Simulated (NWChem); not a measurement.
System: InClF2; SMILES [F][In]([F])[Cl]

Here is an NWChem input.

```
start job
memory heap 200 mb stack 900 mb global 1100 mb
geometry units angstroms noautoz
  In     0.000000     0.000000     0.284562
  F      0.000000    -1.653461     1.296014
  F      0.000000     1.653461     1.296014
  Cl     0.000000     0.000000    -2.023836
end
basis spherical
  In library def2-svp
  F library def2-svp
  Cl library def2-svp
end
ecp
  In library def2-ecp
end
dft
  xc b3lyp
  iterations 150
  mulliken
end
task dft energy
```

Output (shortened):

```
             Northwest Computational Chemistry Package (NWChem) 7.3.0
             --------------------------------------------------------

 C2V symmetry detected

                             Geometry "geometry" -> ""
                             -------------------------

 Output coordinates in angstroms (scale by  1.889725989 to convert to a.u.)

  No.       Tag          Charge          X              Y              Z
 ---- ---------------- ---------- -------------- -------------- --------------
    1 In                  49.0000     0.00000000     0.00000000     0.25043607
    2 F                    9.0000     0.00000000    -1.65346100     1.26188807
    3 F                    9.0000     0.00000000     1.65346100     1.26188807
    4 Cl                  17.0000     0.00000000     0.00000000    -2.05796193

 Effective nuclear repulsion energy (a.u.)     488.3759336051

      Symmetry information
      --------------------

 Group name             C2v
 Group number             16
 Group order               4
 No. of unique centers     3

                                 NWChem DFT Module
                                 -----------------

 Summary of "ao basis" -> "ao basis" (spherical)
 ------------------------------------------------------------------------------
       Tag                 Description            Shells   Functions and Types
 ---------------- ------------------------------  ------  ---------------------
 In                         def2-svp                10       26   4s4p2d
 F                          def2-svp                 6       14   3s2p1d
 Cl                         def2-svp                 8       18   4s3p1d

      Symmetry analysis of basis
      --------------------------

        a1         31
        a2          7
        b1         14
        b2         20

            General Information
            -------------------
          SCF calculation type: DFT
          Wavefunction type:  closed shell.
          No. of atoms     :     4
          No. of electrons :    56
           Alpha electrons :    28
            Beta electrons :    28
          Charge           :     0
          Spin multiplicity:     1
          Use of symmetry is: on ; symmetry adaption is: on
          Maximum number of iterations: 150
          AO basis - number of functions:    72
                     number of shells:    30
          Convergence on energy requested:  1.00D-06
          Convergence on density requested:  1.00D-05
          Convergence on gradient requested:  5.00D-04

              XC Information
              --------------
                         B3LYP Method XC Potential
                     Hartree-Fock (Exact) Exchange  0.200
                        Slater Exchange Functional  0.800 local
                    Becke 1988 Exchange Functional  0.720 non-local
              Lee-Yang-Parr Correlation Functional  0.810
                  VWN I RPA Correlation Functional  0.190 local

             Grid Information
             ----------------
          Grid used for XC integration:  medium
          Radial quadrature: Mura-Knowles
          Angular quadrature: Lebedev.
          Tag              B.-S. Rad. Rad. Pts. Rad. Cut. Ang. Pts.
          ---              ---------- --------- --------- ---------
          In                  1.55      123           8.0       590
          F                   0.50       49          10.0       434
          Cl                  1.00       88           9.0       590
          Grid pruning is: on
          Number of quadrature shells:   260
          Spatial weights used:  Erf1

      Superposition of Atomic Density Guess
      -------------------------------------

 Sum of atomic energies:        -875.95884383

      Non-variational initial energy
      ------------------------------

 Total energy =    -847.051840
 1-e energy   =   -1730.160831
 2-e energy   =     641.449572
 HOMO         =      -0.446128
 LUMO         =      -0.130600

      Symmetry analysis of molecular orbitals - initial
      -------------------------------------------------

  Numbering of irreducible representations:

     1 a1          2 a2          3 b1          4 b2

  Orbital symmetries:

     1 a1          2 a1          3 b2          4 a1          5 a1
     6 b2          7 b1          8 a1          9 a1         10 b2
    11 b1         12 a1         13 b2         14 a1         15 b2
    16 a1         17 a2         18 b1         19 a1         20 a1
    21 b2         22 b1         23 a1         24 a2         25 b2
    26 a1         27 b1         28 b2         29 a1         30 b1
    31 b2         32 a1         33 a1         34 b1         35 b2
    36 a1         37 b1         38 a2

     ---------------------------------------------
      Total Density - Mulliken Population Analysis
     ---------------------------------------------

    Atom       Charge   Shell Charges
 -----------   ------   -------------------------------------------------------
    1 In  21    19.08   2.59 -0.60  0.46  0.13  3.24  2.75  0.33  0.09  9.73  0.36
    2 F    9     9.75   1.99  1.15  0.81  3.56  2.23  0.00
    3 F    9     9.75   1.99  1.15  0.81  3.56  2.23  0.00
    4 Cl  17    17.42   2.00  1.99  1.23  0.72  5.94  2.13  3.40  0.01

   convergence    iter        energy       DeltaE   RMS-Dens  Diis-err
 ---------------- ----- ----------------- --------- --------- ---------
 d= 0,ls=0.0,diis     1   -849.7334785142 -1.09D+03  3.45D-02  1.11D+00
 d= 0,ls=0.0,diis     2   -849.2823168849  4.51D-01  2.04D-02  6.30D+00
 d= 0,ls=0.0,diis     3   -849.8729185790 -5.91D-01  4.04D-03  2.75D-02
 d= 0,ls=0.0,diis     4   -849.8745366141 -1.62D-03  1.78D-03  1.95D-02
 d= 0,ls=0.0,diis     5   -849.8774036143 -2.87D-03  9.68D-05  1.03D-04
  Resetting Diis
 d= 0,ls=0.0,diis     6   -849.8774127162 -9.10D-06  2.99D-05  5.80D-06
 d= 0,ls=0.0,diis     7   -849.8774135297 -8.13D-07  7.29D-06  1.64D-07

         Total DFT energy =     -849.877413529689
      One electron energy =    -1731.240876157376
           Coulomb energy =      705.808158694487
    Exchange-Corr. energy =      -66.104115258094
 Nuclear repulsion energy =      241.659419191295

 Numeric. integr. density =       56.000008640142

                  Occupations of the irreducible representations
                  ----------------------------------------------

                     irrep           alpha         beta
                     --------     --------     --------
                     a1               13.0         13.0
                     a2                2.0          2.0
                     b1                5.0          5.0
                     b2                8.0          8.0

                       DFT Final Molecular Orbital Analysis
                       ------------------------------------

 Vector   26  Occ=2.000000D+00  E=-3.728677D-01  Symmetry=a1
              MO Center= -7.2D-16, -1.8D-12,  2.3D-01, r^2= 4.8D+00
   Bfn.  Coefficient  Atom+Function         Bfn.  Coefficient  Atom+Function
  ----- ------------  ---------------      ----- ------------  ---------------
    32      0.385585  2 F  pz                46      0.385585  3 F  pz
    67     -0.313067  4 Cl pz                64     -0.261850  4 Cl pz
    35     -0.259204  2 F  pz                49     -0.259204  3 F  pz
    19      0.177914  1 In d  0              61     -0.152240  4 Cl pz
    13      0.125947  1 In pz                21      0.115056  1 In d  2

 Vector   27  Occ=2.000000D+00  E=-3.466368D-01  Symmetry=b1
              MO Center=  3.2D-15,  8.5D-15, -1.9D+00, r^2= 1.7D+00
   Bfn.  Coefficient  Atom+Function         Bfn.  Coefficient  Atom+Function
  ----- ------------  ---------------      ----- ------------  ---------------
    65      0.619272  4 Cl px                62      0.463517  4 Cl px
    59      0.269537  4 Cl px                20     -0.097650  1 In d  1
    30      0.093412  2 F  px                44      0.093412  3 F  px
    11      0.071509  1 In px                33     -0.068220  2 F  px
    47     -0.068220  3 F  px                25      0.051089  1 In d  1

 Vector   28  Occ=2.000000D+00  E=-3.419390D-01  Symmetry=b2
              MO Center=  3.9D-19,  1.8D-13, -1.9D+00, r^2= 1.7D+00
   Bfn.  Coefficient  Atom+Function         Bfn.  Coefficient  Atom+Function
  ----- ------------  ---------------      ----- ------------  ---------------
    66      0.621332  4 Cl py                63      0.468693  4 Cl py
    60      0.271717  4 Cl py                18      0.119581  1 In d -1
    32      0.077496  2 F  pz                46     -0.077496  3 F  pz
    15      0.068346  1 In py                31     -0.060434  2 F  py
    45     -0.060434  3 F  py                35     -0.055892  2 F  pz

 Vector   29  Occ=0.000000D+00  E=-1.278134D-01  Symmetry=a1
              MO Center=  2.5D-15,  3.3D-14,  5.6D-02, r^2= 3.8D+00
   Bfn.  Coefficient  Atom+Function         Bfn.  Coefficient  Atom+Function
  ----- ------------  ---------------      ----- ------------  ---------------
     4      0.653730  1 In s                  3      0.598998  1 In s
    67     -0.407509  4 Cl pz                 1     -0.378056  1 In s
    64     -0.231229  4 Cl pz                31      0.204078  2 F  py
    45     -0.204078  3 F  py                58     -0.181634  4 Cl s
    34     -0.169443  2 F  py                48      0.169443  3 F  py

 Vector   30  Occ=0.000000D+00  E=-6.692180D-02  Symmetry=b1
              MO Center=  4.3D-15, -4.5D-15,  1.7D-01, r^2= 4.1D+00
   Bfn.  Coefficient  Atom+Function         Bfn.  Coefficient  Atom+Function
  ----- ------------  ---------------      ----- ------------  ---------------
    11      0.633157  1 In px                14      0.519733  1 In px
    65     -0.236217  4 Cl px                 8     -0.160476  1 In px
    30      0.159054  2 F  px                44      0.159054  3 F  px
     5     -0.148213  1 In px                33     -0.140088  2 F  px
    47     -0.140088  3 F  px                62     -0.135794  4 Cl px

 Vector   31  Occ=0.000000D+00  E= 2.910994D-02  Symmetry=b2
              MO Center=  5.8D-16, -1.1D-12, -2.6D-02, r^2= 6.3D+00
   Bfn.  Coefficient  Atom+Function         Bfn.  Coefficient  Atom+Function
  ----- ------------  ---------------      ----- ------------  ---------------
    15      0.945506  1 In py                12      0.317216  1 In py
    29      0.269985  2 F  s                 43     -0.269985  3 F  s
    66     -0.252933  4 Cl py                63     -0.144711  4 Cl py
    23     -0.127983  1 In d -1              18      0.120107  1 In d -1
    32      0.116314  2 F  pz                46     -0.116314  3 F  pz

     ---------------------------------------------
      Total Density - Mulliken Population Analysis
     ---------------------------------------------

    Atom       Charge   Shell Charges
 -----------   ------   -------------------------------------------------------
    1 In  21    19.99   2.60 -0.60  0.77  0.04  3.23  2.77  0.75  0.17  9.69  0.57
    2 F    9     9.40   1.99  1.12  0.84  3.31  2.14  0.00
    3 F    9     9.40   1.99  1.12  0.84  3.31  2.14  0.00
    4 Cl  17    17.20   2.00  1.98  1.28  0.68  5.93  2.13  3.18  0.01

     -------------------------------------------
      Total Density - Lowdin Population Analysis
     -------------------------------------------

    Atom       Charge   Shell Charges
 -----------   ------   -------------------------------------------------------
    1 In  21    20.46   1.37  0.54  0.61  0.28  3.03  2.84  0.89  0.39  9.43  1.09
    2 F    9     9.28   1.98  1.03  0.80  3.20  2.27  0.00
    3 F    9     9.28   1.98  1.03  0.80  3.20  2.27  0.00
    4 Cl  17    16.99   2.00  1.96  1.06  0.78  5.82  2.24  3.12  0.01

     Multipole analysis of the density
     ---------------------------------

     L   x y z        total         alpha         beta         nuclear
     -   - - -        -----         -----         ----         -------
     0   0 0 0     -0.000000    -28.000000    -28.000000     56.000000

     1   1 0 0     -0.000000     -0.000000     -0.000000      0.000000
     1   0 1 0      0.000000      0.000000      0.000000      0.000000
     1   0 0 1     -0.387928      6.431614      6.431614    -13.251155

     2   2 0 0    -29.566923    -14.783462    -14.783462      0.000000
     2   1 1 0      0.000000      0.000000      0.000000      0.000000
     2   1 0 1     -0.000000     -0.000000     -0.000000      0.000000
     2   0 2 0    -38.654564   -107.194746   -107.194746    175.734928
     2   0 1 1     -0.000000     -0.000000     -0.000000      0.000000
     2   0 0 2    -37.030113   -200.600258   -200.600258    364.170403
```

Level: B3LYP/def2-SVP with def2 effective core potentials on In. All runs use the structure optimised with PBE0/def2-SVP. def2 effective core potentials on In; no spin-orbit coupling.
